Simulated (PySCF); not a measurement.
Identify the unknown among the candidates.

All candidates are C5H9OPSi.

| technique | computed result |
| --- | --- |
| Triplet | lowest triplet excitation (Tamm–Dancoff): 3.77 eV [TDA PBE0/def2-SVPD] |
| NMR, other nuclei | isotropic shieldings of nuclei other than C and H, by class: 15 (1 O), 414 (1 Si), 627 (1 P) ppm [GIAO PBE0/pcSseg-1] |
| 13C NMR | chemical shifts (computed TMS as zero) by class: 153.6 (1 C), 147.9 (1 C), 143.1 (1 C), 120.0 (1 C), 13.8 (1 C) ppm [GIAO PBE0/pcSseg-1] |
| Rotational structure | rotational constants A, B, C: 2.600, 0.916, 0.724 GHz [GFN2-xTB] |
| Dipole | 0.93 D [PBE0/def2-SVPD] |
| UV, first state | lowest singlet excitation: 5.56 eV (223 nm, f = 0.325) [TDDFT PBE0/def2-SVPD] |

The electronic properties come from PySCF, for the isolated species, density fitting. Levels stand in brackets. Isolated species at its GFN2-xTB geometry (one conformer only). NMR values are class means; diastereotopic atoms form classes of their own.

**Question.** Which candidate is it?
A. `Cc1ccoc1[SiH2]P`
B. `C#C[C@@H]1CCO[Si@@H]1P`
C. `CC#C[C@@H]1CO[Si@@H]1P`

**Answer.** A. It is `Cc1ccoc1[SiH2]P`. Numbering: `[CH3:1][c:2]1[cH:3][cH:4][o:5][c:6]1[SiH2:7][PH2:8]`. 5 carbons fall into 5 classes; from least to most shielded: aromatic CH next to a ring oxygen [C4] (153.6 ppm), substituted aromatic carbon [C6] (147.9 ppm), substituted aromatic carbon [C2] (143.1 ppm), aromatic CH carbon [C3] (120.0 ppm), benzylic-type carbon [C1] (13.8 ppm). The other shieldings belong to: 15 ppm, furan-type oxygen [O5]; 414 ppm, SiH2 silicon [Si7]; 627 ppm, three-coordinate phosphorus [P8]. S1 is mainly HOMO→LUMO (weight 0.93); the largest Löwdin shares of the orbital it empties are 0.28 on a substituted aromatic carbon, 0.22 on the aromatic CH next to a ring oxygen, 0.15 on a substituted aromatic carbon and 0.09 on the aromatic CH carbon, of the orbital it fills 0.16 on a substituted aromatic carbon, 0.15 on the aromatic CH next to a ring oxygen, 0.15 on the furan-type oxygen and 0.13 on a substituted aromatic carbon. The optimised geometry has point group C1 and is an asymmetric top.

The others, at the same levels:
- `CC#C[C@@H]1CO[Si@@H]1P` fails: its computed 13C shifts are 87.9 (1 C), 84.4 (1 C), 80.0 (1 C), 27.1 (1 C), 5.2 (1 C) ppm, lowest singlet excitation is 5.20 eV (238 nm, f = 0.029) (against 5.56 eV) and lowest triplet excitation (Tamm–Dancoff) is 4.79 eV (against 3.77 eV).
- `C#C[C@@H]1CCO[Si@@H]1P` fails: its computed 13C shifts are 89.2 (1 C), 74.6 (1 C), 72.3 (1 C), 38.6 (1 C), 19.2 (1 C) ppm, lowest singlet excitation is 6.20 eV (200 nm, f = 0.010) (against 5.56 eV) and lowest triplet excitation (Tamm–Dancoff) is 5.37 eV (against 3.77 eV).

Each candidate is one conformer, not necessarily the lowest. Dipoles, sizes and rotational constants follow the conformer. The torsions of the flexible species, by atom-mapped SMILES:
- `[CH3:1][c:2]1[cH:3][cH:4][o:5][c:6]1[SiH2:7][PH2:8]`: O5–C6–Si7–P8 144°, H–P8–Si7–C6 -160°, H–P8–Si7–C6 -67°
- `[CH3:1][C:2]#[C:3][C@@H:4]1[CH2:5][O:6][Si@@H:7]1[PH2:8]`: H–P8–Si7–O6 180°, H–P8–Si7–O6 87°

The conformers of `C#C[C@@H]1CCO[Si@@H]1P` aren't listed.
